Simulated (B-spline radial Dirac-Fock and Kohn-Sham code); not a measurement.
# P⁵⁺: photoemission with 1150 eV photons

System: the P⁵⁺ ion in the configuration [He] 2s2 2p6.

Calculated with a radial finite-basis atomic code, using a relativistic central-field model (Hartree-Slater potential of the initial state, Latter tail, multipole expansion of the photon field, Dirac-Fock thresholds). The asymmetry parameter β is from the dipole term alone. Kinetic energies are from the vacuum level.

The last column is dσ/dΩ = σ/(4π) · [1 − (β/2) P₂(cos θ)] at θ = 90° from the beam of unpolarised light.

| subshell | electrons | binding (eV) | kinetic (eV) | σ (kb) | β | dσ/dΩ (kb/sr) |
| --- | --- | --- | --- | --- | --- | --- |
| L1 (2s) | 2 | 277.6 | 872.4 | 29.2 | 2.00 | 3.48 |
| L2 (2p1/2) | 2 | 219.7 | 930.3 | 12.5 | 1.21 | 1.30 |
| L3 (2p3/2) | 4 | 218.8 | 931.2 | 24.6 | 1.22 | 2.56 |

Branching ratios of the spin-orbit partners (statistical value in brackets): 2p 1.96 (2.00).

Run: 0.79 s of CPU time on 1 thread of Neoverse-N1 (shared host), peak memory 0.43 GiB.
